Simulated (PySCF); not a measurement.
BCl, singlet, geometry from GFN2-xTB. Base run: TPSS/6-31G run with PySCF.

PySCF was given this input:
```python
from pyscf import gto, scf, dft

mol = gto.Mole()
mol.atom = '''
    B    -0.00000000   -0.00000000   -1.22002676
    Cl    0.00000000    0.00000000    0.35883140
'''
mol.basis = '6-31g'
mol.verbose = 4
mol.symmetry = True
mol.build()

mf = dft.RKS(mol)
mf.xc = 'tpss'
mf.kernel()
mf.analyze()
```

Variants of this job, named by their change:

```json
[
 {"change": "base", "ΔE vs base (mEh)": "0.000", "point group used": "Coov", "SCF cycles": "7"},
 {"change": "symmetry = off", "ΔE vs base (mEh)": "0.000", "point group used": "C1", "SCF cycles": "7"},
 {"change": "symmetry_subgroup = C2v", "ΔE vs base (mEh)": "0.000", "point group used": "C2v", "SCF cycles": "7"}
]
```
